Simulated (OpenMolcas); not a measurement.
## Ar II: effect of the level shift or regulariser

| Property | Result |
| --- | --- |
| Program | OpenMolcas |
| Basis | ANO-RCC-VTZP [5s4p2d1f] |
| Scalar Hamiltonian | DKH2, point nucleus |
| Active space | 7 electrons in 4 orbitals (3s 3p) |
| State averaging | 2S+1 = 2 odd, 3 roots; 2S+1 = 2 even, 1 root |
| Spin-orbit coupling | state interaction with AMFI integrals over the reference wave functions, term energies averaged over their components |

Methods on the same reference wave functions:
A. CASSCF
B. SS-CASPT2, IPEA 0.25 Eh, imaginary shift 0.1 Eh (closed shells correlated: 2s 2p)
C. SS-CASPT2, IPEA 0.25 Eh, real shift 0.2 Eh (closed shells correlated: 2s 2p)

Energies in cm-1 above 3s2 3p5 2P* 3/2, the measured ground level; measured values from NIST Handbook of Basic Atomic Spectroscopic Data.

| Level | A | B | C | Measured |
| --- | --- | --- | --- | --- |
| 3s2 3p5 2P* 3/2 | 0.0 | 0.0 | 0.0 | 0.0 |
| 3s2 3p5 2P* 1/2 | 1335 | 1335 | 1335 | 1432 |
| 3s 3p6 2S 1/2 | 151052 | 127122 | 127699 | 108722 |

Deviations, from unrounded energies. A percentage is the sum of absolute deviations over the sum of measured energies, with the sign that they share, or ± where signs differ.

| Against measurement | Levels | A | B | C |
| --- | --- | --- | --- | --- |
| mean absolute deviation (cm-1) | 2 | 21000 | 9200 | 9500 |
| fine structure of the ground term (%) | 1 | -6.7 | -6.7 | -6.7 |
| other configurations (%) | 1 | +38.9 | +16.9 | +17.5 |

B, C lie about equally close to measurement and A furthest from it. The largest miss of B in the table is 3s 3p6 2S 1/2, by +18000 cm-1. The ranking rests on the paired levels alone, and a cruder setting can come out closer through cancelling errors.

Between B and C the level of the table that moves most is 3s 3p6 2S 1/2, by 580 cm-1 (lowest in B, highest in C).

The lowest spin-free term lies below A's lowest term by 0.210 hartree in B, 0.210 hartree in C.

Over all roots computed the reference weight is 0.87 to 0.95 in B, 0.89 to 0.95 in C; the roots of lowest weight are the least certain, and an intruder state may touch them. Without dynamic correlation excited terms often stand tens of per cent too high (terms of higher spin than the ground term too low), and those without a measured partner can miss by more than the paired ones (holds for A). Measured partners are found by configuration, term and J. A level has none where our copy of the source lacks it or the pairing is in doubt (some pairs that miss far off the trend of their configuration count as doubtful), and it then counts in no deviation. Only configurations of the active space appear.

* marks odd parity.
